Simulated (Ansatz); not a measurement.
Consider the formal exchange of groups at the Si–O bond: `O[SiH2][SiH2]O` + `COC(=N)Cl` → `O[SiH2][SiH2]Cl` + `COC(=N)O`.

Gas-phase electronic energies from Ansatz, PBE0-D4/def2-TZVP geometries. CCSD(T)/CBS is the MP2 limit (def2-TZVPP, def2-QZVPP) plus CCSD(T) − MP2 in def2-TZVPP, frozen cores. Functionals use def2-TZVPP. HSE06 is defined as in plane-wave codes. One conformer a species, not always the lowest.

(1) Is it downhill or uphill in electronic energy at CCSD(T)/CBS, and by how much? (Best estimate.)

(2) What do these levels give: HSE06-D4, r2SCAN0, CAM-B3LYP, LC-ωPBE, CCSD(T)/def2-SVP, MP2/def2-TZVPP? (Estimate.)

Largest T1 diagnostic among the species: 0.013.

## Answers

(1) The calculation gave: Downhill: ΔE = -56.5 kJ/mol.

(2) Computed: HSE06-D4 -66.9, r2SCAN0 -67.5, CAM-B3LYP -58.8, LC-ωPBE -65.6, CCSD(T)/def2-SVP -72.3, MP2/def2-TZVPP -53.6 kJ/mol.

From BLYP to BHLYP (50 % exact exchange), in def2-TZVPP and without D4, ΔE moves by −13.2 kJ/mol. At CCSD(T), def2-SVP lies −15.8 kJ/mol from the extrapolated value and def2-TZVPP +0.3 kJ/mol. Leaving LDA and LC-ωPBE aside and taking each functional with its dispersion term where it has one, the values, not all of them listed here, spread over 17.0 kJ/mol, from r2SCAN0-D4 to BLYP-D4.
